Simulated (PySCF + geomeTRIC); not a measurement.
Species: CH₄O₂S₂, SMILES `CS(=O)(=O)S` (O–S–S–H torsion 30°) (charge 0, multiplicity 1).

Question: Give a relaxed geometry from PySCF + geomeTRIC with B3LYP-D3(BJ)/def2-TZVP.

Answer: One answer among several that fit: the end point of this relaxation, one of several conformers (outside a Z-matrix the atoms follow the SMILES, hydrogens last).
Z-matrix (Å, degrees):
```
S
O 1 1.4369
O 1 1.4380 2 121.69
C 1 1.7864 2 108.09 3 125.65
H 4 1.0864 1 108.62 2 52.05
H 4 1.0867 5 111.61 1 -120.07
H 4 1.0899 5 110.98 6 -124.08
S 1 2.1205 2 105.15 3 -123.90
H 8 1.3444 1 93.26 2 161.99
```
